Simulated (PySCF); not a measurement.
A PySCF script (with the pyscf-properties extension) for the NMR shieldings of `InChI=1S/C6H13B2NS/c1-4-6(3)8(9-7)10-5-2/h1,6,9H,5,7H2,2-3H3/t6-/m0/s1`, on a GFN2-xTB geometry:

```python
import basis_set_exchange as bse
import numpy as np
from pyscf import gto, dft
from pyscf.prop import nmr

atoms = """
B    -0.683020   -1.057672    2.361208
N     0.091600   -0.786713    1.220064
B    -0.229845   -0.063129    0.037085
S     0.945543    0.119369   -1.309329
C     2.468156   -0.776056   -0.798321
C     3.320295    0.037853    0.159105
C    -1.686369    0.574456   -0.176478
C    -1.775067    1.630813   -1.287890
C    -2.591522   -0.523169   -0.480808
C    -3.314949   -1.433717   -0.764814
H    -0.211003   -1.714496    3.209467
H    -1.763374   -0.625543    2.454613
H     1.016118   -1.197595    1.239881
H     3.004240   -0.951286   -1.730362
H     2.182427   -1.741650   -0.379340
H     2.779641    0.267749    1.075300
H     3.610566    0.975791   -0.308561
H     4.221634   -0.516041    0.416462
H    -2.037551    1.029606    0.757075
H    -1.462696    1.208456   -2.240506
H    -1.125368    2.472147   -1.056935
H    -2.796705    1.992353   -1.387600
H    -3.967505   -2.220661   -0.999238
"""
names = dict.fromkeys(["B", "N", "S", "C", "H"], "pcSseg-1")
basis = {el: gto.basis.parse(bse.get_basis(n, elements=[el], fmt="nwchem")) for el, n in names.items()}
mol = gto.M(atom=atoms, basis=basis, charge=0, verbose=0)
mf = dft.RKS(mol, xc="PBE0")
mf.grids.level = 2
mf.grids.alignment = dft.numint.BLKSIZE   # the property module wants whole blocks of grid points
mf.conv_tol = 1e-9
mf.kernel()

calc = nmr.RKS(mf)   # GIAO
C = mf.mo_coeff
Co = C[:, mf.mo_occ > 0]
resp = mf.gen_response(singlet=True, hermi=2)
def vind(x):   # induced exchange potential for any number of trial vectors
    d = np.einsum("pi,xij,qj->xpq", C, 2 * x.reshape(-1, C.shape[1], Co.shape[1]), Co, optimize=True)
    return np.einsum("xpq,pi,qj->xij", resp(d - d.transpose(0, 2, 1)), C, Co, optimize=True).ravel()
mo1, _ = nmr.rhf.solve_mo1(calc, with_cphf=vind)
sigma = calc.kernel(mo1)
for i, s in enumerate(sigma):   # ppm
    print("%2d %-2s %9.2f" % (i, mol.atom_pure_symbol(i), np.trace(s) / 3))
```

Task: What does it print?

Result: 
```
 0 B      54.93
 1 N      96.73
 2 B      50.93
 3 S     474.36
 4 C     158.38
 5 C     167.34
 6 C     170.33
 7 C     168.26
 8 C      93.60
 9 C     112.19
10 H      26.39
11 H      26.07
12 H      24.88
13 H      29.00
14 H      28.98
15 H      30.54
16 H      30.33
17 H      30.33
18 H      28.96
19 H      30.13
20 H      30.65
21 H      30.25
22 H      30.38
```

These numbers come from an equivalent density-fitted implementation of the same equations, which agrees with the script to about 0.01 ppm for H and up to a few tenths of a ppm for heavy atoms, so last digits may differ.

Size and cost of the density-fitted run: 242 basis functions, 57 s wall time on 1 thread of an Arm Neoverse V2, shared host; peak memory 1 GiB.
